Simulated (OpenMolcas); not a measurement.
**Levels of Os3+ by method**

- Program: OpenMolcas
- Basis: ANO-RCC-VTZP [8s7p5d3f2g1h]
- Scalar Hamiltonian: DKH2, point nucleus
- Active space: 5 electrons in 5 orbitals (5d)
- State averaging: 2S+1 = 6 even, 1 root; 2S+1 = 4 even, 24 roots kept (CI in the orbitals of an earlier block); 2S+1 = 2 even, 75 roots kept (CI in the orbitals of an earlier block)
- Spin-orbit coupling: state interaction with AMFI integrals over the reference wave functions, term energies averaged over their components

Methods on the same reference wave functions:
A. CASSCF
B. SS-CASPT2, IPEA 0.25 Eh, imaginary shift 0.1 Eh (closed shells correlated: 5s 5p)
C. MS-CASPT2, IPEA 0.25 Eh, imaginary shift 0.1 Eh (closed shells correlated: 5s 5p)

Energies in cm⁻¹ above 5d⁵ ⁶S_5/2.

```
               Level      A      B      C
          5d⁵ ⁶S_5/2    0.0    0.0    0.0
   5d⁵ ⁴G_7/2 [68 %]  25335  21820  21820
         5d⁵ ⁴G_11/2  26019  22910  22910
          5d⁵ ⁴G_9/2  26762  23600  23600
   5d⁵ ⁴P_1/2 [60 %]  29546  25110  25110
   5d⁵ ⁴D_7/2 [71 %]  32330  27640  27640
   5d⁵ ⁴D_1/2 [64 %]  35936  31190  31190
         5d⁵ ²I_11/2  36790  33320  33320
         5d⁵ ²I_13/2  39617  36290  36290
   5d⁵ ²H_9/2 [51 %]  47026  41950  41950
5d⁵ ²F_5/2(2) [54 %]  51507  44690  44690
  5d⁵ ²H_11/2 [74 %]  53407  49150  49150
          5d⁵ ²S_1/2  57343  48920  48920
       5d⁵ ²D_3/2(2)  63546  55040  55040
5d⁵ ²D_5/2(2) [66 %]  66956  58780  58780
       5d⁵ ²G_9/2(2)  70190  61570  61570
       5d⁵ ²G_7/2(2)  71741  63230  63230
          5d⁵ ²P_3/2  82399  70040  70040
          5d⁵ ²P_1/2  85492  73330  73330
       5d⁵ ²D_5/2(3)  92084  79780  79780
       5d⁵ ²D_3/2(3)  94195  81870  81870
```

Between B and C no level of the table moves by more than 5 cm-1.

From A to B the spin-free energies of the other terms of 5d⁵ shown, above ⁶S, scale by factors of 0.83 to 0.90, as is usual when dynamic correlation screens the repulsion within a d or f shell.

The lowest spin-free term lies below A's lowest term by 0.300 hartree in B, 0.300 hartree in C.

CASPT2 does not keep the components of a term degenerate, so their means are used; among the terms shown or strongly mixed into the levels shown the widest spread is 450 cm-1 (5d⁵ ⁴F, C). Terms from blocks run as CI alone lack orbitals of their own. Without dynamic correlation excited terms often stand tens of per cent too high (terms of higher spin than the ground term too low), and those without a measured partner can miss by more than the paired ones (holds for A). Blocks of more than 70 roots (2S+1 = 2 even) ran without multistate coupling (holds for C). Only configurations of the active space appear. Levels that lie high or do not pair safely by name in every column are left out.

A share in square brackets marks a mixed level and gives the weight of the term that names it, the lowest over the columns. A number in round brackets counts repeated terms of one configuration in the order of the reference energies.
